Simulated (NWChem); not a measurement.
A series in which one site is exchanged, each optimised at PBE0/def2-SVP with NWChem, gas phase unless a solvent is named. For some, no frequency run checked for a minimum. def2 effective core potentials on Zr; no spin-orbit coupling.

A: [F][Ti]([Cl])([Cl])[Cl] (TiCl$_{3}$F; site = Ti)
B: FC(Cl)(Cl)Cl (CCl3F; site = C)
C: [F][Ge]([Cl])([Cl])[Cl] (GeCl$_{3}$F; site = Ge)
D: [F][Zr]([Cl])([Cl])[Cl] (ZrCl₃F; site = Zr)

Values for A:

| Quantity | Result |
|---|---|
| dipole (D), PBE0/def2-SVP | 0.13 |
| orbital gap (eV), PBE0/def2-SVP | 5.86 |
| vertical ionisation energy, ΔSCF, CAM-B3LYP/def2-SVP (eV) | 11.81 |
| lowest singlet excitation, CAM-B3LYP/def2-SVPD, TDA (eV) | 4.50 |

Q: How do these values change for the other members?

A: 
```json
[
 {"change from A": "dipole (D), PBE0/def2-SVP", "B": "+0.17", "C": "+0.77", "D": "-0.11"},
 {"change from A": "orbital gap (eV), PBE0/def2-SVP", "B": "+2.52", "C": "+1.82", "D": "+1.38"},
 {"change from A": "vertical ionisation energy, ΔSCF, CAM-B3LYP/def2-SVP (eV)", "B": "-0.25", "C": "+0.31", "D": "+0.14"},
 {"change from A": "lowest singlet excitation, CAM-B3LYP/def2-SVPD, TDA (eV)", "B": "+2.00", "C": "+1.75", "D": "+1.54"}
]
```
